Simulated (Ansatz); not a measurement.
System: HgI, net charge 1, singlet state. 
Structure (B3LYP-D3(BJ)/def2-TZVP (Ansatz, an electronic-structure program) minimum search):
```
Hg
I 1 2.5983
```
Charge +1, spin multiplicity 1.

Total electronic energies in hartree. Valence correlation only, unless marked. No spin-orbit coupling. Frozen are the shells of the preceding noble gas and the d and f shells that filled before the atom's block. In def2 rows, elements after Kr have scalar-relativistic effective core potentials. Basis-set limits of correlation are two-point, X^-3; Hartree-Fock from the larger set. [CCSD(T)-MP2]/basis is that difference in the basis named.

```json
[
 {"level": "HF/def2-TZVPPD", "program": "Ansatz", "energy (Eh)": "-448.92439"},
 {"level": "HF/def2-QZVPP", "program": "Ansatz", "energy (Eh)": "-448.92671"},
 {"level": "HF/def2-QZVPPD", "program": "Ansatz", "energy (Eh)": "-448.92673"},
 {"level": "SVWN5/def2-TZVPD", "program": "Ansatz", "energy (Eh)": "-450.27342"},
 {"level": "PBE/def2-TZVPD", "program": "Ansatz", "energy (Eh)": "-450.92683"},
 {"level": "revPBE-D3(BJ)/def2-TZVPD", "program": "Ansatz + dftd3", "energy (Eh)": "-451.03314"},
 {"level": "r2SCAN/def2-TZVPD", "program": "Ansatz", "energy (Eh)": "-451.08091"},
 {"level": "r2SCAN-D4/def2-TZVPD", "program": "Ansatz + dftd4", "energy (Eh)": "-451.08120"},
 {"level": "B3LYP-D4/def2-TZVPD", "program": "Ansatz + dftd4", "energy (Eh)": "-451.05452"},
 {"level": "PBE0/def2-TZVP", "program": "Ansatz", "energy (Eh)": "-450.91185"},
 {"level": "PBE0/def2-TZVPD", "program": "Ansatz", "energy (Eh)": "-450.91207"},
 {"level": "BHLYP-D3(BJ)/def2-TZVPD", "program": "Ansatz + dftd3", "energy (Eh)": "-450.73229"},
 {"level": "r2SCANh-D4/def2-TZVPD", "program": "Ansatz + dftd4", "energy (Eh)": "-451.04765"},
 {"level": "r2SCANh/def2-TZVPD", "program": "Ansatz", "energy (Eh)": "-451.04731"},
 {"level": "HSE06/def2-TZVPD", "program": "Ansatz", "energy (Eh)": "-450.91037"},
 {"level": "B2PLYP-D3(BJ)/def2-TZVPD", "program": "Ansatz + dftd3", "energy (Eh)": "(withheld)"},
 {"level": "MP2/def2-SVP", "program": "Ansatz", "energy (Eh)": "-449.26839"},
 {"level": "MP2/def2-TZVPPD", "program": "Ansatz", "energy (Eh)": "-449.45904"},
 {"level": "MP2/CBS(def2-TZVPPD,def2-QZVPPD)", "program": "Ansatz", "energy (Eh)": "-449.5317"},
 {"level": "CCSD(T)/def2-QZVPPD", "program": "Ansatz", "energy (Eh)": "-449.50575"},
 {"level": "RI-MP2/CBS(def2-TZVPP,def2-QZVPP)+[CCSD(T)-MP2]/def2-SVP", "program": "Ansatz", "energy (Eh)": "-449.5376"},
 {"level": "RI-MP2/CBS(def2-TZVPPD,def2-QZVPPD)+[CCSD(T)-MP2]/def2-SVPD", "program": "Ansatz", "energy (Eh)": "-449.5384"},
 {"level": "CCSD(T)/CBS(def2-TZVPPD,def2-QZVPPD)", "program": "Ansatz", "energy (Eh)": "-449.5347"}
]
```

Some entries are withheld; supply them.


- B2PLYP-D3(BJ)/def2-TZVPD, energy (Eh): -450.40408
